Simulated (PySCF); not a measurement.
Work out the structure from these simulated measurements.

Formula: C8H9N.

* 1H NMR: chemical shifts (computed TMS as zero) by class: 10.92 (1 H), 8.79 (1 H), 7.42 (1 H), 7.21 (1 H), 5.62 (1 H), 3.37 (1 H), 2.19 (3 H) ppm [GIAO PBE0/pcSseg-1]
* Dipole: 3.06 D [PBE0/def2-SVPD]
* NMR, other nuclei: isotropic shieldings of nuclei other than C and H, by class: -103 (1 N) ppm [GIAO PBE0/pcSseg-1]
* 13C NMR: chemical shifts (computed TMS as zero) by class: 167.9 (1 C), 141.3 (1 C), 140.1 (1 C), 134.1 (1 C), 133.0 (1 C), 99.2 (1 C), 86.1 (1 C), 27.8 (1 C) ppm [GIAO PBE0/pcSseg-1]
* Triplet: lowest triplet excitation (Tamm–Dancoff): 2.29 eV [TDA PBE0/def2-SVPD]
* Polarisability: 124.5 au [PBE0/def2-SVPD]
* UV, first state: lowest singlet excitation: 4.00 eV (310 nm, f = 0.002) [TDDFT PBE0/def2-SVPD]
* UV, strongest line: among the 6 lowest singlet transitions: S2 at 4.25 eV (292 nm, f = 0.841) [TDDFT PBE0/def2-SVPD]
* Rotational structure: rotational constants A, B, C: 3.901, 0.702, 0.597 GHz [GFN2-xTB]

The electronic properties come from PySCF, for the isolated species, density fitting. Levels stand in brackets. NMR shifts are as computed; neighbouring signals can stand in another order in a measured spectrum. The structure is a single GFN2-xTB conformer in the gas phase; no vibrational or solvent corrections. NMR classes are plain means over equivalent atoms (diastereotopic ones count apart unless rotation or inversion swaps them), as if these changed places fast.

Task: Give a SMILES that accounts for the data.

Result: Numbering: `[H]\[N:9]=[CH:8]/[CH:7]=[CH:6]\[CH:5]=[C:3](/[C:2]#[CH:1])[CH3:4]`. Its formula, C8H9N, gives 5 degrees of unsaturation: 0 rings and 5 π bonds in the structure found. 8 carbons fall into 8 classes; from least to most shielded: imine carbon [C8] (167.9 ppm), alkene CH carbon [C6] (141.3 ppm), alkene CH carbon [C5] (140.1 ppm), alkene CH carbon [C7] (134.1 ppm), fully substituted alkene carbon [C3] (133.0 ppm), terminal alkyne carbon [C1] (99.2 ppm), alkyne carbon [C2] (86.1 ppm), allylic carbon [C4] (27.8 ppm). Hydrogen classes from least to most shielded: 1 H on an imine nitrogen, N9 (10.92 ppm), 1 H on an imine carbon, C8 (8.79 ppm), 1 H on an alkene CH carbon, C5 (7.42 ppm), 1 H on an alkene CH carbon, C6 (7.21 ppm), 1 H on an alkene CH carbon, C7 (5.62 ppm), 1 H on a terminal alkyne carbon, C1 (3.37 ppm), 3 H on an allylic carbon, C4 (2.19 ppm). The other shieldings belong to: -103 ppm, imine nitrogen [N9]. S1 is mainly HOMO−1→LUMO (weight 0.94); the largest Löwdin shares of the orbital it empties are 0.62 on the imine nitrogen, 0.15 on the imine carbon, 0.09 on the N–H hydrogen and 0.06 on an alkene CH carbon, of the orbital it fills 0.16 on the fully substituted alkene carbon, 0.15 on an alkene CH carbon, 0.14 on an alkene CH carbon and 0.13 on the imine nitrogen. The optimised geometry has point group Cs and is an asymmetric top. Structure: `[H]\N=C/C=C\C=C(/C#C)C`. Computed isomers that give other values at the same levels: `C=C/C=C(\C=C)CC#N` (13C chemical shifts (computed TMS as zero) by class: 141.7 (1 C), 138.8 (1 C), 137.0 (1 C), 136.1 (1 C), 129.4 (1 C), 125.4 (1 C), 122.2 (1 C), 24.8 (1 C) ppm); `C=C1C[C@H](CC#N)C1=C` (13C chemical shifts (computed TMS as zero) by class: 156.7 (1 C), 151.3 (1 C), 124.4 (1 C), 114.6 (1 C), 113.5 (1 C), 38.2 (1 C), 35.8 (1 C), 23.2 (1 C) ppm); `C=Cc1ccccc1N` (13C chemical shifts (computed TMS as zero) by class: 149.1 (1 C), 140.4 (1 C), 135.2 (1 C), 133.0 (1 C), 126.9 (1 C), 122.7 (1 C), 121.0 (1 C), 118.1 (1 C) ppm). The assignments are read from this structure; whether some other isomer fits the data as well wasn't checked.

The values belong to the conformer `[H]\[N:9]=[CH:8]/[CH:7]=[CH:6]\[CH:5]=[C:3](/[C:2]#[CH:1])[CH3:4]`: C3–C5–C6–C7 180°, C6–C7–C8–N9 180°.
